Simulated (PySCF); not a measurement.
C$_{4}$H$_{9}$ClSi (SMILES C=C[Si](C)(C)Cl), singlet, at a GFN2-xTB geometry, atoms displaced at random by about 0.08 Å a coordinate; R2SCAN/STO-3G, gradient by finite differences (PySCF).

PySCF was given this input:
```python
from pyscf import gto, scf, dft

mol = gto.M(
    atom='''
C     2.537994    0.029313   -1.181203
C     1.690449   -0.242434   -0.039202
Si   -0.049025    0.120694   -0.151134
C    -0.394983    1.912642    0.422490
C    -1.179220   -0.324925   -1.604243
Cl   -0.990337   -0.928831    1.507764
H     2.053330    0.849328   -2.034126
H     3.514753   -0.035157   -1.156392
H     1.975712   -1.153656    0.256472
H    -1.360645    2.350523    0.448360
H     0.301559    2.648315   -0.395757
H     0.249167    2.310580    1.330327
H    -1.107418   -1.180536   -1.892136
H    -2.200177   -0.023957   -1.566785
H    -0.740700    0.284688   -2.615538
''',
    basis='sto-3g',
    charge=0,
    spin=0,
    verbose=4,
)

mf = dft.RKS(mol)
mf.xc = 'r2scan'
mf.conv_tol = 1e-11
mf.kernel()
scan, done = mf.as_scanner(), []
scan.scf_summary = {}
def energy(d):
    c = mol.atom_coords()
    c[14, 2] += d
    e = scan(mol.set_geom_(c, unit='Bohr', inplace=False))
    done.append(scan.converged)
    return e
h = 0.05
fd = (energy(h) - energy(-h)) / (2 * h)
print('dE/dx =', fd)
```

Question: Write the output that PySCF gives for this input, abridged.

Answer: 
```
PySCF version 2.14.0

[INPUT] verbose = 4
[INPUT] num. atoms = 15
[INPUT] num. electrons = 64
[INPUT] charge = 0
[INPUT] spin (= nelec alpha-beta = 2S) = 0
[INPUT] symmetry False subgroup None
[INPUT] Mole.unit = angstrom
[INPUT] Symbol           X                Y                Z      unit          X                Y                Z       unit  Magmom
[...]
nuclear repulsion = 352.566579834023
number of shells = 31
number of NR pGTOs = 141
number of NR cGTOs = 47
basis = sto-3g
ecp = {}

******** <class 'pyscf.dft.rks.RKS'> ********
method = RKS
initial guess = minao
damping factor = 0
level_shift factor = 0
DIIS = <class 'pyscf.scf.diis.CDIIS'>
diis_start_cycle = 1
diis_space = 8
diis_damp = 0
SCF conv_tol = 1e-11
SCF conv_tol_grad = None
SCF max_cycles = 50
direct_scf = True
direct_scf_tol = 1e-13
XC library pyscf.dft.libxc version 7.1.2
    S. Lehtola, C. Steigemann, M. J. T. Oliveira, and M. A. L. Marques,  SoftwareX 7, 1–5 (2018)
XC functionals = r2scan
    J. W. Furness, A. D. Kaplan, J. Ning, J. P. Perdew, and J. Sun,  J. Phys. Chem. Lett. 11, 8208–8215 (2020)
    J. W. Furness, A. D. Kaplan, J. Ning, J. P. Perdew, and J. Sun,  J. Phys. Chem. Lett. 11, 9248–9248 (2020)
    J. W. Furness, A. D. Kaplan, J. Ning, J. P. Perdew, and J. Sun,  J. Phys. Chem. Lett. 11, 8208–8215 (2020)
    J. W. Furness, A. D. Kaplan, J. Ning, J. P. Perdew, and J. Sun,  J. Phys. Chem. Lett. 11, 9248–9248 (2020)
radial grids:
    Treutler-Ahlrichs [JCP 102, 346 (1995); DOI:10.1063/1.469408] (M4) radial grids

becke partition: Becke, JCP 88, 2547 (1988); DOI:10.1063/1.454033
pruning grids: <function nwchem_prune>
grids dens level: 3
symmetrized grids: False
atomic radii adjust function: <function treutler_atomic_radii_adjust>
small_rho_cutoff = 0
Set gradient conv threshold to 3.16228e-06
Initial guess from minao.
tot grids = 182808
init E= -896.757219230107
[...]
cycle= 1 E= -896.954227635777  delta_E= -0.197  |g|= 0.472  |ddm|=  4.6
[...]
cycle= 2 E= -896.783151394796  delta_E= 0.171  |g|= 0.831  |ddm|= 1.98
[...]
cycle= 3 E= -896.999648057684  delta_E= -0.216  |g|= 0.36  |ddm|= 1.49
[...]
cycle= 4 E= -897.044711531861  delta_E= -0.0451  |g|= 0.0264  |ddm|= 0.475
[...]
cycle= 5 E= -897.044905579992  delta_E= -0.000194  |g|= 0.0135  |ddm|= 0.0549
[...]
cycle= 6 E= -897.044965781933  delta_E= -6.02e-05  |g|= 0.00268  |ddm|= 0.02
[...]
cycle= 7 E= -897.044968091565  delta_E= -2.31e-06  |g|= 0.000806  |ddm|= 0.00409
[...]
cycle= 8 E= -897.044968313023  delta_E= -2.21e-07  |g|= 0.000184  |ddm|= 0.00122
[...]
cycle= 9 E= -897.044968323531  delta_E= -1.05e-08  |g|= 4.58e-05  |ddm|= 0.000249
[...]
cycle= 10 E= -897.044968324324  delta_E= -7.93e-10  |g|= 9.02e-06  |ddm|= 7.78e-05
[...]
cycle= 11 E= -897.044968324355  delta_E= -3.07e-11  |g|= 5.42e-07  |ddm|= 1.23e-05
[...]
cycle= 12 E= -897.044968324353  delta_E= 1.59e-12  |g|= 6.62e-08  |ddm|= 1.24e-06
[...]
Extra cycle  E= -897.044968324351  delta_E= 2.5e-12  |g|= 1.24e-07  |ddm|= 3.01e-07
converged SCF energy = -897.044968324351
Create scanner for <class 'pyscf.dft.rks.RKS'>

WARN: Mole.unit (angstrom) is changed to Bohr

New geometry
   1 C      2.537994000000   0.029313000000  -1.181203000000 AA    4.796113565789   0.055393541889  -2.232150167515 Bohr
   2 C      1.690449000000  -0.242434000000  -0.039202000000 AA    3.194485637545  -0.458133863283  -0.074081043535 Bohr
   3 Si    -0.049025000000   0.120694000000  -0.151134000000 AA   -0.092643823257   0.228078604878  -0.285601868110 Bohr
   4 C     -0.394983000000   1.912642000000   0.422490000000 AA   -0.746409693859   3.614369554340   0.798390390367 Bohr
   5 C     -1.179220000000  -0.324925000000  -1.604243000000 AA   -2.228402840610  -0.614019261024  -3.031579907251 Bohr
   6 Cl    -0.990337000000  -0.928831000000   1.507764000000 AA   -1.871465701023  -1.755236206006   2.849261020479 Bohr
   7 H      2.053330000000   0.849328000000  -2.034126000000 AA    3.880231343353   1.604997309925  -3.843941042857 Bohr
[...]
converged SCF energy = -897.048190598929
[...]
   2 C      1.690449000000  -0.242434000000  -0.039202000000 AA    3.194485637545  -0.458133863283  -0.074081043535 Bohr
   3 Si    -0.049025000000   0.120694000000  -0.151134000000 AA   -0.092643823257   0.228078604878  -0.285601868110 Bohr
   4 C     -0.394983000000   1.912642000000   0.422490000000 AA   -0.746409693859   3.614369554340   0.798390390367 Bohr
   5 C     -1.179220000000  -0.324925000000  -1.604243000000 AA   -2.228402840610  -0.614019261024  -3.031579907251 Bohr
   6 Cl    -0.990337000000  -0.928831000000   1.507764000000 AA   -1.871465701023  -1.755236206006   2.849261020479 Bohr
   7 H      2.053330000000   0.849328000000  -2.034126000000 AA    3.880231343353   1.604997309925  -3.843941042857 Bohr
   8 H      3.514753000000  -0.035157000000  -1.156392000000 AA    6.641920565493  -0.066437101361  -2.185264172638 Bohr
   9 H      1.975712000000  -1.153656000000   0.256472000000 AA    3.733554581017  -2.180093881961   0.484661838619 Bohr
  10 H     -1.360645000000   2.350523000000   0.448360000000 AA   -2.571246402759   4.441844719491   0.847277605210 Bohr
  11 H      0.301559000000   2.648315000000  -0.395757000000 AA    0.569863920398   5.004590041578  -0.747872341879 Bohr
  12 H      0.249167000000   2.310580000000   1.330327000000 AA    0.470857389280   4.366363388898   2.513953686114 Bohr
  13 H     -1.107418000000  -1.180536000000  -1.892136000000 AA   -2.092716725414  -2.230889720190  -3.575618830430 Bohr
  14 H     -2.200177000000  -0.023957000000  -1.566785000000 AA   -4.157731955567  -0.045272168766  -2.960794546077 Bohr
  15 H     -0.740700000000   0.284688000000  -2.641996860546 AA   -1.399720140465   0.537982350950  -4.992650488393 Bohr

******** <class 'pyscf.scf.hf.RKS_Scanner'> ********
method = RKS_Scanner
initial guess = minao
damping factor = 0
level_shift factor = 0
DIIS = <class 'pyscf.scf.diis.CDIIS'>
diis_start_cycle = 1
diis_space = 8
diis_damp = 0
SCF conv_tol = 1e-11
SCF conv_tol_grad = None
SCF max_cycles = 50
direct_scf = True
direct_scf_tol = 1e-13
XC library pyscf.dft.libxc version 7.1.2
    S. Lehtola, C. Steigemann, M. J. T. Oliveira, and M. A. L. Marques,  SoftwareX 7, 1–5 (2018)
XC functionals = r2scan
    J. W. Furness, A. D. Kaplan, J. Ning, J. P. Perdew, and J. Sun,  J. Phys. Chem. Lett. 11, 8208–8215 (2020)
    J. W. Furness, A. D. Kaplan, J. Ning, J. P. Perdew, and J. Sun,  J. Phys. Chem. Lett. 11, 9248–9248 (2020)
    J. W. Furness, A. D. Kaplan, J. Ning, J. P. Perdew, and J. Sun,  J. Phys. Chem. Lett. 11, 8208–8215 (2020)
    J. W. Furness, A. D. Kaplan, J. Ning, J. P. Perdew, and J. Sun,  J. Phys. Chem. Lett. 11, 9248–9248 (2020)
radial grids:
    Treutler-Ahlrichs [JCP 102, 346 (1995); DOI:10.1063/1.469408] (M4) radial grids

becke partition: Becke, JCP 88, 2547 (1988); DOI:10.1063/1.454033
pruning grids: <function nwchem_prune>
grids dens level: 3
symmetrized grids: False
atomic radii adjust function: <function treutler_atomic_radii_adjust>
small_rho_cutoff = 0
Set gradient conv threshold to 3.16228e-06
tot grids = 182808
init E= -897.032282247786
[...]
cycle= 1 E= -897.041302126045  delta_E= -0.00902  |g|= 0.0144  |ddm|= 0.0574
[...]
cycle= 2 E= -897.041375577842  delta_E= -7.35e-05  |g|= 0.00955  |ddm|= 0.0541
[...]
cycle= 3 E= -897.041413314175  delta_E= -3.77e-05  |g|= 0.00356  |ddm|= 0.023
[...]
cycle= 4 E= -897.041415813264  delta_E= -2.5e-06  |g|= 0.00243  |ddm|= 0.00698
[...]
cycle= 5 E= -897.041417748143  delta_E= -1.93e-06  |g|= 0.000346  |ddm|= 0.00348
[...]
cycle= 6 E= -897.04141779521  delta_E= -4.71e-08  |g|= 4.74e-05  |ddm|= 0.00061
[...]
cycle= 7 E= -897.041417796109  delta_E= -8.99e-10  |g|= 9.56e-06  |ddm|= 9.77e-05
[...]
cycle= 8 E= -897.041417796144  delta_E= -3.46e-11  |g|= 2.79e-06  |ddm|= 1.79e-05
[...]
cycle= 9 E= -897.041417796152  delta_E= -7.73e-12  |g|= 5.58e-07  |ddm|= 4.51e-06
[...]
Extra cycle  E= -897.041417796149  delta_E= 2.5e-12  |g|= 6.76e-07  |ddm|= 1.81e-06
converged SCF energy = -897.041417796149
dE/dx = -0.06772802779892118
```
